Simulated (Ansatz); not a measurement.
Na3Pb, relaxed as a quartet with UKS PBE-D4/def2-TZVP in Ansatz, starting from the PBE-D4/def2-TZVP geometry of the neutral doublet. Force threshold 0.02 eV/Å.

In the def2 sets Pb takes a core potential; there is no spin–orbit coupling. The relaxation made no stability test and no search for a lower SCF solution. At PBE-D4/def2-TZVP a doublet of charge 0 lies 0.66 eV below the quartet, each at its own geometry. The structure comes from a short search, and lower isomers may exist.

Start:

```xyz
4

Na   -0.046   -0.944    2.492
Na   -0.904    1.600   -1.933
Na   -0.062   -1.643   -0.930
Pb    1.011    0.987    0.371
```

Question: Estimate the energy that the relaxation releases and the steps that it takes.

Answer: 0.40 eV, in 10 steps; 8 s on 4 threads of AMD EPYC 9R45 on a shared host. No frequencies were taken in this run, so the end may be a saddle point.

Question: Does the start keep its bonding and symmetry?

Answer: Bonds formed: Na1–Na2 (atoms count from 1). Point group Cs at the start, C3v at the end, both within 0.05 Å; within 0.015 Å the end is Cs.

Question: Predict the relaxed structure.

Answer: 
```xyz
4

Na   -0.733   -0.462    1.829
Na   -1.336    1.157   -0.986
Na    0.305   -1.707   -1.049
Pb    1.764    1.012    0.206
```
Bond lengths (bridged metal pairs left out): 3 × Na–Na 3.30 Å; 3 × Na–Pb 3.32 to 3.33 Å.
